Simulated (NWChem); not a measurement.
System: Si$_{3}$H$_{6}$ClF; SMILES Cl[Si@@H]([SiH2]F)[SiH3]

Here is an NWChem input.

```
start job
memory heap 200 mb stack 900 mb global 1100 mb
geometry units angstroms noautoz
  F     -0.411150     2.885496     0.116445
  Si     0.732586     1.787718    -0.235958
  Si     0.049478    -0.319483     0.563137
  Si    -2.057859    -1.048646    -0.190927
  Cl     1.530629    -1.671426    -0.090486
  H      0.907215     1.740557    -1.711887
  H      2.007247     2.203097     0.408119
  H      0.083771    -0.342374     2.052957
  H     -2.314852    -2.436329     0.277416
  H     -3.105732    -0.143195     0.355924
  H     -2.111183    -1.011102    -1.676522
end
basis spherical
  * library def2-tzvpd
end
dft
  xc xpbe96 cpbe96
  iterations 150
  semidirect filesize 400000000
  mulliken
end
task dft gradient
```

Parts of the log:

```
             Northwest Computational Chemistry Package (NWChem) 7.3.0
             --------------------------------------------------------

 C1  symmetry detected

                             Geometry "geometry" -> ""
                             -------------------------

 Output coordinates in angstroms (scale by  1.889725989 to convert to a.u.)

  No.       Tag          Charge          X              Y              Z
 ---- ---------------- ---------- -------------- -------------- --------------
    1 F                    9.0000    -0.38168309     2.84236229     0.11719423
    2 Si                  14.0000     0.74766760     1.73515000    -0.25170196
    3 Si                  14.0000     0.05268741    -0.36873431     0.54589365
    4 Si                  14.0000    -2.06935865    -1.07447602    -0.18895980
    5 Cl                  17.0000     1.51381562    -1.73207106    -0.12879031
    6 H                    1.0000     0.90637118     1.69250835    -1.72956552
    7 H                    1.0000     2.03294632     2.13557500     0.38063814
    8 H                    1.0000     0.10235499    -0.39820349     2.03516473
    9 H                    1.0000    -2.33479571    -2.46158226     0.27637247
   10 H                    1.0000    -3.10267369    -0.16131568     0.37257700
   11 H                    1.0000    -2.13786985    -1.03018978    -1.67374613

 Effective nuclear repulsion energy (a.u.)     415.7254653413

  pbe96 is a nonlocal functional; adding pw91lda local functional.

                                 NWChem DFT Module
                                 -----------------

 Summary of "ao basis" -> "ao basis" (spherical)
 ------------------------------------------------------------------------------
       Tag                 Description            Shells   Functions and Types
 ---------------- ------------------------------  ------  ---------------------
 F                         def2-tzvpd               14       40   6s4p3d1f
 Si                        def2-tzvpd               15       43   6s5p3d1f
 Cl                        def2-tzvpd               16       46   6s6p3d1f
 H                         def2-tzvpd                5        9   3s2p

            General Information
            -------------------
          SCF calculation type: DFT
          Wavefunction type:  closed shell.
          No. of atoms     :    11
          No. of electrons :    74
           Alpha electrons :    37
            Beta electrons :    37
          Charge           :     0
          Spin multiplicity:     1
          Use of symmetry is: off; symmetry adaption is: off
          Maximum number of iterations: 150
          AO basis - number of functions:   269
                     number of shells:   105
          Convergence on energy requested:  1.00D-06
          Convergence on density requested:  1.00D-05
          Convergence on gradient requested:  5.00D-04

              XC Information
              --------------
          PerdewBurkeErnzerhof Exchange Functional  1.000
            Perdew 1991 LDA Correlation Functional  1.000 local
           PerdewBurkeErnz. Correlation Functional  1.000 non-local

             Grid Information
             ----------------
          Grid used for XC integration:  medium
          Radial quadrature: Mura-Knowles
          Angular quadrature: Lebedev.
          Tag              B.-S. Rad. Rad. Pts. Rad. Cut. Ang. Pts.
          ---              ---------- --------- --------- ---------
          F                   0.50       49          16.0       434
          Si                  1.10       88          14.0       590
          Cl                  1.00       88          14.0       590
          H                   0.35       45          15.0       434
          Grid pruning is: on
          Number of quadrature shells:   671
          Spatial weights used:  Erf1

      Superposition of Atomic Density Guess
      -------------------------------------

 Sum of atomic energies:       -1428.40130340

      Non-variational initial energy
      ------------------------------

 Total energy =   -1429.611185
 1-e energy   =   -2807.828673
 2-e energy   =     962.492023
 HOMO         =      -0.438686
 LUMO         =      -0.430720

------------------------------------------------------------
EAF file 0: "./job.aoints.0" size=3198156800 bytes
------------------------------------------------------------
               write      read    awrite     aread      wait
               -----      ----    ------     -----      ----
     calls:     6104         1         0         0         0
   data(b): 3.20e+09  5.24e+05  0.00e+00  0.00e+00
   time(s): 0.00e+00  0.00e+00  0.00e+00  0.00e+00  0.00e+00
rate(mb/s): 0.00e+00  0.00e+00
------------------------------------------------------------

     ---------------------------------------------
      Total Density - Mulliken Population Analysis
     ---------------------------------------------

    Atom       Charge   Shell Charges
 -----------   ------   -------------------------------------------------------
    1 F    9     9.17   0.77  1.20  0.61  1.00  0.35 -0.11  2.30  2.31  0.69  0.03 -0.00 -0.01  0.02 -0.00
    2 Si  14    14.01   2.00  0.58  1.38  0.87  1.03  0.64  4.08  1.75  0.28  0.55  0.31  0.06  0.10  0.42 -0.05
    3 Si  14    14.67   2.00  0.58  1.38  0.72  2.26  1.73  4.08  1.74  0.27  0.44 -0.96  0.03  0.10  0.30 -0.03
    4 Si  14    14.72   2.00  0.59  1.38  0.81  1.74 -0.16  4.08  1.74  0.33  0.53  1.48  0.01  0.02  0.23 -0.07
    5 Cl  17    16.42   2.01  0.45  1.52  1.07  0.88 -0.51  4.17  1.70  0.98  2.51  1.56  0.06  0.00  0.02  0.02 -0.01
    6 H    1     0.62   0.08  0.17  0.16 -0.01  0.21
    7 H    1     1.40   0.09  0.22  0.92 -0.01  0.18
    8 H    1     0.92   0.11  0.30  0.49 -0.00  0.02
    9 H    1     0.51   0.17  0.48 -0.06 -0.01 -0.07
   10 H    1     1.13   0.06  0.11  0.69 -0.01  0.28
   11 H    1     0.44   0.12  0.31 -0.04 -0.01  0.06

   convergence    iter        energy       DeltaE   RMS-Dens  Diis-err
 ---------------- ----- ----------------- --------- --------- ---------
 d= 0,ls=0.0,diis     1  -1421.2603421867 -1.84D+03  3.96D+01  1.81D+01
 d= 0,ls=0.0,diis     2  -1418.3025377128  2.96D+00  1.87D-02  6.30D+01
 d= 0,ls=0.0,diis     3  -1430.3993517163 -1.21D+01  6.96D-03  1.31D+01
 d= 0,ls=0.0,diis     4  -1431.5261228449 -1.13D+00  2.88D-03  3.67D-01
 d= 0,ls=0.0,diis     5  -1431.5203396625  5.78D-03  1.64D-03  3.82D-01
 d= 0,ls=0.0,diis     6  -1431.5709860625 -5.06D-02  4.11D-04  4.31D-02
  Resetting Diis
 d= 0,ls=0.0,diis     7  -1431.5754990611 -4.51D-03  1.27D-04  2.76D-03
 d= 0,ls=0.0,diis     8  -1431.5758470346 -3.48D-04  7.87D-05  2.48D-04
 d= 0,ls=0.0,diis     9  -1431.5757799048  6.71D-05  4.77D-05  8.82D-04
 d= 0,ls=0.0,diis    10  -1431.5758802466 -1.00D-04  6.83D-06  1.32D-05
 d= 0,ls=0.0,diis    11  -1431.5758818561 -1.61D-06  1.46D-06  3.33D-07
 d= 0,ls=0.0,diis    12  -1431.5758818878 -3.17D-08  5.43D-07  3.44D-08

         Total DFT energy =    -1431.575881887830
      One electron energy =    -2811.568497128526
           Coulomb energy =     1067.249617721799
    Exchange-Corr. energy =     -102.982467822411
 Nuclear repulsion energy =      415.725465341308

 Numeric. integr. density =       73.999984980559

                       DFT Final Molecular Orbital Analysis
                       ------------------------------------

 Vector   35  Occ=2.000000D+00  E=-3.086083D-01
              MO Center=  8.9D-01,  9.7D-01, -3.9D-01, r^2= 5.2D+00
   Bfn.  Coefficient  Atom+Function         Bfn.  Coefficient  Atom+Function
  ----- ------------  ---------------      ----- ------------  ---------------
   187     -0.221590   5 Cl pz               58      0.203536   2 Si pz
   217     -0.194862   6 H  s                 9     -0.174898   1 F  pz
   226      0.170738   7 H  s                12     -0.140989   1 F  pz
   190     -0.129596   5 Cl pz              216     -0.124013   6 H  s
   218     -0.114224   6 H  s               225      0.108068   7 H  s

 Vector   36  Occ=2.000000D+00  E=-2.730451D-01
              MO Center=  4.7D-01, -8.2D-01,  2.6D-01, r^2= 4.5D+00
   Bfn.  Coefficient  Atom+Function         Bfn.  Coefficient  Atom+Function
  ----- ------------  ---------------      ----- ------------  ---------------
   187      0.338718   5 Cl pz              190      0.212150   5 Cl pz
   235     -0.177090   8 H  s               101     -0.173772   3 Si pz
   184      0.158266   5 Cl pz              185      0.153811   5 Cl px
   142      0.135458   4 Si px              178     -0.130315   5 Cl pz
   236     -0.126785   8 H  s               234     -0.109478   8 H  s

 Vector   37  Occ=2.000000D+00  E=-2.524268D-01
              MO Center=  1.5D-01, -2.4D-01,  6.8D-02, r^2= 5.3D+00
   Bfn.  Coefficient  Atom+Function         Bfn.  Coefficient  Atom+Function
  ----- ------------  ---------------      ----- ------------  ---------------
   186     -0.219202   5 Cl py              100      0.209357   3 Si py
   142     -0.197821   4 Si px               57     -0.188249   2 Si py
    99      0.185022   3 Si px              185     -0.183503   5 Cl px
   189     -0.143283   5 Cl py              188     -0.118110   5 Cl px
   131     -0.107856   4 Si s               183     -0.103573   5 Cl py

 Vector   38  Occ=0.000000D+00  E=-8.742709D-02
              MO Center=  1.9D-01,  2.8D-01,  1.4D-01, r^2= 5.8D+00
   Bfn.  Coefficient  Atom+Function         Bfn.  Coefficient  Atom+Function
  ----- ------------  ---------------      ----- ------------  ---------------
    89     -0.326983   3 Si s                46      0.312326   2 Si s
   100      0.190171   3 Si py               59     -0.188409   2 Si px
    99     -0.183135   3 Si px               57      0.175096   2 Si py
   173      0.174636   5 Cl s                56     -0.164170   2 Si px
   186      0.156839   5 Cl py              104      0.152600   3 Si pz

 Vector   39  Occ=0.000000D+00  E=-5.053569D-02
              MO Center= -4.2D-01, -8.6D-02,  9.3D-02, r^2= 6.8D+00
   Bfn.  Coefficient  Atom+Function         Bfn.  Coefficient  Atom+Function
  ----- ------------  ---------------      ----- ------------  ---------------
   132      0.467183   4 Si s                89     -0.379812   3 Si s
    46      0.333896   2 Si s               131     -0.300092   4 Si s
   101     -0.211997   3 Si pz              130     -0.190451   4 Si s
    87      0.181832   3 Si s                44     -0.162623   2 Si s
   144     -0.143938   4 Si pz              117      0.142736   3 Si d  0

 Vector   40  Occ=0.000000D+00  E=-3.282408D-02
              MO Center= -8.3D-01, -4.7D-01,  2.1D-01, r^2= 8.7D+00
   Bfn.  Coefficient  Atom+Function         Bfn.  Coefficient  Atom+Function
  ----- ------------  ---------------      ----- ------------  ---------------
    89      1.350558   3 Si s               132     -0.953110   4 Si s
   145     -0.500941   4 Si px              131      0.496594   4 Si s
    87     -0.450438   3 Si s               102     -0.340866   3 Si px
    45      0.303186   2 Si s               263     -0.281570  11 H  s
   104     -0.225079   3 Si pz              245     -0.220938   9 H  s

------------------------------------------------------------
EAF file 0: "./job.aoints.0" size=3197108224 bytes
------------------------------------------------------------
               write      read    awrite     aread      wait
               -----      ----    ------     -----      ----
     calls:     6104        12         0     67067     67067
   data(b): 3.20e+09  6.29e+06  0.00e+00  3.52e+10
   time(s): 0.00e+00  0.00e+00  0.00e+00  0.00e+00  0.00e+00
rate(mb/s): 0.00e+00  0.00e+00
------------------------------------------------------------

     ---------------------------------------------
      Total Density - Mulliken Population Analysis
     ---------------------------------------------

    Atom       Charge   Shell Charges
 -----------   ------   -------------------------------------------------------
    1 F    9     9.26   0.77  1.20  0.61  0.97  0.35 -0.00  2.28  2.12  0.91  0.04  0.00  0.01  0.00  0.00
    2 Si  14    13.70   2.01  0.57  1.39  0.93  0.43  0.02  4.13  1.67  0.61  1.31  0.20  0.18  0.20  0.01  0.05
    3 Si  14    13.69   2.00  0.57  1.40  0.94  0.49 -0.05  4.13  1.67  0.59  1.49  0.10  0.10  0.21  0.02  0.03
    4 Si  14    13.94   2.00  0.57  1.40  0.93  0.56  0.01  4.13  1.67  0.63  1.54  0.31  0.08  0.09  0.01  0.01
    5 Cl  17    17.30   2.01  0.43  1.52  1.15  0.83  0.05  4.19  1.66  1.13  2.82  1.40  0.04  0.01  0.03  0.02  0.00
    6 H    1     1.01   0.25  0.53  0.21  0.01  0.02
    7 H    1     1.02   0.25  0.53  0.21  0.01  0.02
    8 H    1     1.02   0.24  0.52  0.21  0.01  0.03
    9 H    1     1.02   0.24  0.53  0.21  0.01  0.02
   10 H    1     1.01   0.24  0.53  0.21  0.01  0.02
   11 H    1     1.02   0.24  0.53  0.21  0.01  0.02

     -------------------------------------------
      Total Density - Lowdin Population Analysis
     -------------------------------------------

    Atom       Charge   Shell Charges
 -----------   ------   -------------------------------------------------------
    1 F    9     9.27   0.86  1.10  0.59  0.69  0.34  0.10  2.14  2.11  0.96  0.20  0.00  0.01  0.17  0.00
    2 Si  14    13.62   2.00  0.83  1.08  0.39  0.21  0.11  3.85  1.87  0.69  1.01  0.45  0.19  0.51  0.24  0.20
    3 Si  14    14.10   2.00  0.84  1.10  0.45  0.23  0.11  3.85  1.87  0.69  1.16  0.56  0.10  0.54  0.48  0.13
    4 Si  14    13.58   2.00  0.83  1.10  0.45  0.23  0.11  3.85  1.87  0.72  1.24  0.60  0.08  0.26  0.19  0.04
    5 Cl  17    16.87   1.98  0.84  1.14  0.87  0.63  0.15  3.93  1.90  1.26  2.43  1.36  0.17  0.01  0.03  0.18  0.00
    6 H    1     1.06   0.24  0.43  0.23  0.02  0.15
    7 H    1     1.06   0.24  0.43  0.23  0.02  0.15
    8 H    1     1.09   0.24  0.43  0.23  0.02  0.18
    9 H    1     1.11   0.24  0.43  0.24  0.02  0.19
   10 H    1     1.11   0.24  0.43  0.24  0.02  0.19
   11 H    1     1.11   0.24  0.43  0.24  0.02  0.19

     Multipole analysis of the density
     ---------------------------------

     L   x y z        total         alpha         beta         nuclear
     -   - - -        -----         -----         ----         -------
     0   0 0 0      0.000000    -37.000000    -37.000000     74.000000

     1   1 0 0     -0.158549     -0.079275     -0.079275     -0.000000
     1   0 1 0     -0.018637     -0.009318     -0.009318      0.000000
     1   0 0 1      0.025434      0.012717      0.012717      0.000000

[...]

                         DFT ENERGY GRADIENTS

    atom               coordinates                        gradient
                 x          y          z           x          y          z
   1 F      -0.721276   5.371286   0.221465    0.000794  -0.001708  -0.000259
   2 Si      1.412887   3.278958  -0.475648    0.000505   0.003395  -0.000444
   3 Si      0.099565  -0.696807   1.031589   -0.001498   0.004061   0.002647
   4 Si     -3.910521  -2.030465  -0.357082   -0.002213  -0.001049  -0.000321
   5 Cl      2.860697  -3.273140  -0.243378    0.002757  -0.003181  -0.000840
   6 H       1.712793   3.198377  -3.268405   -0.000013  -0.000729   0.002694
   7 H       3.841711   4.035652   0.719302   -0.002044  -0.001595  -0.001113
   8 H       0.193423  -0.752495   3.845904   -0.000065  -0.000049  -0.002951
   9 H      -4.412124  -4.651716   0.522268    0.000228   0.002747  -0.001049
  10 H      -5.863203  -0.304842   0.704068    0.001703  -0.001819  -0.001194
  11 H      -4.039988  -1.946776  -3.162922   -0.000154  -0.000076   0.002830
```

Level: PBE/def2-TZVPD. Structure relaxed at the B3LYP/6-31G* (spherical d) level.
